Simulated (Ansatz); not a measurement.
Mulliken charges of C2H6OSn (`C[CH2][Sn][OH]`) from ωB97M-V/def2-TZVPP in Ansatz (PBE0-D4/def2-TZVP geometry).

```
atom   x (Å)   y (Å)   z (Å)  charge (e)
  C1  -0.814   0.556   0.073      -0.364
  C2  -0.062  -0.492   0.877      -0.485
 Sn3   1.785  -1.307  -0.023       0.655
  O4   1.726  -0.234  -1.690      -0.556
  H5  -1.137   0.168  -0.898       0.106
  H6  -1.715   0.908   0.585       0.112
  H7  -0.198   1.441  -0.118       0.106
  H8  -0.703  -1.357   1.091       0.122
  H9   0.227  -0.100   1.860       0.122
 H10   0.975   0.364  -1.755       0.182
```

Question: By hand: the dipole of these point charges (1 e Å = 4.8032 D).

Answer: Σ q r = (0.322, -0.529, 0.471) e Å, of length 0.778 e Å = 3.74 D.

Question: How does the dipole of the full density compare? (Best estimate.)

Answer: Ansatz gave: (-0.255, -0.022, 0.341) e Å, 2.05 D; the point charges give 1.82 times that, at 74° from its direction.

Point charges leave out the atoms' own dipoles, such as those of lone pairs, and Mulliken's split depends on the basis, so the two needn't agree.
